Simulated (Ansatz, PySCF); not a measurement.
This Ansatz (a program for electronic structure) input computes a BLYP/def2-TZVPD energy:

Ansatz 0.2 input:
```yaml
crystal:
  periodic: [false, false, false]
  atoms:
    - {symbol: In, position_ang: [0.00000000, 0.00000000, 0.00000000]}
    - {symbol: I, position_ang: [0.00000000, 0.00000000, 2.56752916]}
    - {symbol: I, position_ang: [-0.00000000, -0.00000000, -2.56752916]}
basis:
  gaussian:
    orbitals: def2-TZVPD
hamiltonian:
  xc: {name: BLYP}
total_charge: 1
output: {forces: true}
```

### Question
Write an input for the same energy in PySCF and say what it gives.

### Answer

```python
from pyscf import gto, scf, dft

mol = gto.M(
    atom='''
    In    0.00000000    0.00000000    0.00000000
    I     0.00000000    0.00000000    2.56752916
    I    -0.00000000   -0.00000000   -2.56752916
    ''',
    basis='def2-tzvpd',
    ecp='def2-tzvp',
    charge=1,
    spin=0,
    verbose=4,
)

mf = dft.RKS(mol, xc='blyp').density_fit(auxbasis='def2-universal-jkfit')
mf.grids.level = 3
mf.conv_tol = 1e-9
mf.max_cycle = 100
mf.max_memory = 1500
mf.kernel()
if not mf.converged:
    mf = mf.newton()
    mf.kernel(mf.make_rdm1())
mf.analyze()
```
It gives -785.23630 Eh, and Ansatz -785.23626 Eh, a difference of 0.04 mEh, from the treatment of integrals and grids.

It need not be the lowest isomer of its formula.
